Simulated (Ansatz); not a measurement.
`[SiH3][SiH]1CO1` + H–F → `F[SiH]1CO1` + SiH₄ at 298.15 K and 1 bar (cleavage of the Si–Si bond).

Computed with Ansatz on PBE0-D4/def2-TZVP structures; ΔE is electronic, products minus reactants. CCSD(T)/CBS adds triple-zeta CCSD(T) − MP2 to the extrapolated MP2 energy (def2 sets, frozen cores). This one scheme is used for every species.

| species | CCSD(T)/CBS energy (Eh) | H − E (kJ/mol) | S (J/(mol·K)) |
| --- | --- | --- | --- |
| `[SiH3][SiH]1CO1` | -694.95910 | 187.4 | 329.4 |
| H–F | -100.39570 | 33.5 | 173.6 |
| `F[SiH]1CO1` | -503.94479 | 125.0 | 285.6 |
| SiH₄ | -291.46306 | 92.1 | 204.8 |

H − E and S are ideal-gas, rigid-rotor, harmonic terms from PBE0-D4/def2-TZVP, for one conformer and one mirror image of each species. 1 Eh = 2625.50 kJ/mol, R = 8.31446 J/(mol·K).

Task: By hand: ΔE, ΔH, ΔS and ΔG.

Result: ΔE = (-503.94479) + (-291.46306) − (-694.95910) − (-100.39570) = -0.05305 Eh = -139.3 kJ/mol. Δ(H − E) = 125.0 + 92.1 − 187.4 − 33.5 = -3.8, so ΔH = -143.1 kJ/mol. ΔS = 285.6 + 204.8 − 329.4 − 173.6 = -12.6 J/(mol·K). ΔG = -143.1 − 298.15 × (-12.6)/1000 = -139.3 kJ/mol.

Task: By hand: the equilibrium constant, and the temperature at which ΔG would vanish if ΔH and ΔS stayed fixed.

Result: log₁₀ K = −ΔG/(RT ln 10) = 24.4. ΔG = 0 at ΔH/ΔS = 11357 K, far beyond where these terms or the molecules hold.

The number of gas molecules stays the same, so ΔS is small and ΔH decides. A doubt of 5 kJ/mol in ΔE shifts log₁₀ K by 0.9 here. Other conformers and mirror images would add mixing entropy, several J/(mol·K) or more a flexible species. These are equilibria of isolated gas molecules and say nothing of rates. Largest T1 diagnostic: 0.015 (customary marks: 0.02 for closed shells, 0.045 for open ones).
